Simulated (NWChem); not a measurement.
Species: CH3FO3Si; SMILES O([Si@H](F)O)C=O

```xyz
9

O     -0.4535    -1.9075     0.6328
C      0.5334    -1.7245    -0.0295
O      0.8838    -0.5666    -0.5771
Si    -0.0044     0.8782    -0.3924
O     -1.5723     0.5413    -0.1191
F      0.6910     1.6269     0.8527
H      1.2711    -2.5188    -0.2626
H      0.1952     1.6816    -1.6033
H     -1.6877    -0.2914     0.3690
```
Atoms are numbered in this order, from 1.

Computed with NWChem. Pople sets run with spherical d functions. Structure relaxed at the PBE0/def2-SVP level.

For level TPSSh/6-31G*:

| Item | Result |
|---|---|
| highest occupied level (eV) | -7.86 |
| orbital gap (eV) | 6.87 |
| dipole (D) | 1.84 |

Q: What are these values for level PBE/6-31G*?

A: 
| Item | Value |
|---|---|
| highest occupied level (eV) | -7.00 |
| orbital gap (eV) | 5.45 |
| dipole (D) | 1.71 |
